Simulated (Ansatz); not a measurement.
Species: C4F5 (charge 0, doublet). It need not be the lowest isomer of its formula. 
Structure (B3LYP-D3(BJ)/def2-TZVP (Ansatz, a program for electronic structure) minimum search):
SMILES: F[C]=C(F)C(F)=C(F)F
```xyz
9

F      2.4611     0.3029    -1.7882
C      1.2700     0.1724    -1.2897
C      0.8491    -0.4505    -0.2071
F      1.7087    -1.1545     0.5751
C     -0.5319    -0.4324     0.2295
F     -1.1408    -1.6313     0.3513
C     -1.2364     0.6582     0.5197
F     -2.5028     0.6352     0.8631
F     -0.7601     1.8827     0.4972
```
Charge 0, spin multiplicity 2.

Parts of the frozen-core correlation energy in 6-31G* (Ansatz, hartree). Frozen orbitals: 9; correlated occupied orbitals by spin: 26 and 25; virtual: 100 and 101. Open shells are spin-unrestricted. No spin-orbit coupling. Non-relativistic.

```tsv
term	value
reference (HF)	-648.49224
MP2 opposite-spin	___
MP2 same-spin	___
CCSD correlation	-1.33963
(T)	___
T1 diagnostic	0.029
largest doubles amplitude	0.072
<S^2> of the reference	1.071
```

Q: Fill in the missing entries.

A: 
- MP2 opposite-spin, value: -0.93315
- MP2 same-spin, value: -0.36707
- (T), value: -0.04083
